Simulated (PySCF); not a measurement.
# Atomic charges by several schemes

Species: C7H11P2 (charge -1).
Cartesian coordinates in Å at the GFN2-xTB level; atoms count from 1:
```
atom  x, y, z in Å
C1    -1.1624   -0.6531   -1.5523
C2    -0.8287    0.0300   -0.2213
C3    -1.6021   -0.6614    0.9009
C4    -1.2613    1.4987   -0.2949
C5     0.6638   -0.0428    0.0206
P6     1.3522   -0.8262    1.4146
C7     2.9973   -0.4827    0.9573
C8     3.1946    0.2071   -0.2068
P9     1.7830    0.6723   -1.1139
H10   -0.8593   -1.6985   -1.5193
H11   -2.2331   -0.6012   -1.7620
H12   -0.6160   -0.1656   -2.3579
H13   -2.6779   -0.6060    0.7214
H14   -1.3052   -1.7065    0.9679
H15   -1.3751   -0.1890    1.8549
H16   -0.7156    1.9986   -1.0933
H17   -2.3335    1.5826   -0.4858
H18   -1.0291    2.0015    0.6426
H19    3.8188   -0.8124    1.5861
H20    4.1845    0.4655   -0.5702
```

Density: PBE0/pcSseg-1 (PySCF); schemes: Mulliken, IAO, Hirshfeld and ESP-fitted. Geometry: GFN2-xTB; no solvent, vibrations or thermal averaging. The pcSseg-1 basis has no diffuse functions, a weakness for an anion.

Q: For which atoms does the sign change between the 4 schemes (beyond +0.03 e in one, beyond −0.03 e in another)?

A: C2, C5, P6 and P9.

Q: Do the Mulliken, IAO, Hirshfeld and ESP-fitted schemes agree on where the charge is highest?

A: The schemes don't all agree: Mulliken P6 (+0.181); IAO H12 and H16 (+0.136); Hirshfeld H10 and H18 (+0.025); ESP-fitted C2 (+0.678).

Q: Give the atomic charges in each scheme.

A: In e:

| atom | environment | Mulliken | IAO | Hirshfeld | ESP-fitted |
| --- | --- | --- | --- | --- | --- |
| C1 | methyl carbon | -0.134 | -0.406 | -0.134 | -0.411 |
| C2 | benzylic-type carbon | -0.505 | +0.069 | +0.016 | +0.678 |
| C3 | methyl carbon | -0.170 | -0.412 | -0.136 | -0.514 |
| C4 | methyl carbon | -0.134 | -0.406 | -0.134 | -0.370 |
| C5 | substituted aromatic carbon | -0.577 | -0.495 | -0.149 | +0.065 |
| P6 | phosphorus bonded to 2 C | +0.181 | +0.088 | -0.133 | -0.453 |
| C7 | aromatic CH carbon | -0.379 | -0.433 | -0.189 | -0.219 |
| C8 | aromatic CH carbon | -0.370 | -0.423 | -0.184 | -0.146 |
| P9 | phosphorus bonded to 2 C | +0.170 | +0.072 | -0.133 | -0.473 |
| H10 | methyl hydrogen | +0.096 | +0.132 | +0.025 | +0.074 |
| H11 | methyl hydrogen | +0.061 | +0.102 | +0.015 | +0.051 |
| H12 | methyl hydrogen | +0.105 | +0.136 | +0.019 | +0.070 |
| H13 | methyl hydrogen | +0.070 | +0.106 | +0.017 | +0.084 |
| H14 | methyl hydrogen | +0.109 | +0.135 | +0.020 | +0.095 |
| H15 | methyl hydrogen | +0.109 | +0.135 | +0.020 | +0.093 |
| H16 | methyl hydrogen | +0.105 | +0.136 | +0.019 | +0.057 |
| H17 | methyl hydrogen | +0.061 | +0.102 | +0.015 | +0.042 |
| H18 | methyl hydrogen | +0.096 | +0.132 | +0.025 | +0.064 |
| H19 | aromatic hydrogen | +0.051 | +0.116 | 0.000 | +0.113 |
| H20 | aromatic hydrogen | +0.051 | +0.116 | +0.001 | +0.099 |

Mean size of the charges over all atoms: ESP-fitted 0.209 e, IAO 0.208 e, Mulliken 0.177 e, Hirshfeld 0.069 e. Each set sums to the total charge, -1, to within 0.001 e. The ESP scheme fits charges at the nuclei, held to the total charge, to the electrostatic potential on points at 1.4 to 2.0 times the van der Waals radii.

Q: Sum the charges by element.

A: 
| element | atoms | Mulliken | IAO | Hirshfeld | ESP-fitted |
| --- | --- | --- | --- | --- | --- |
| C | 7 | -2.269 | -2.507 | -0.909 | -0.917 |
| P | 2 | +0.351 | +0.160 | -0.266 | -0.926 |
| H | 11 | +0.917 | +1.347 | +0.176 | +0.842 |

Q: How many electrons does the Mulliken scheme count on P9?

A: Z − q = 15 − (+0.170) = 14.830.
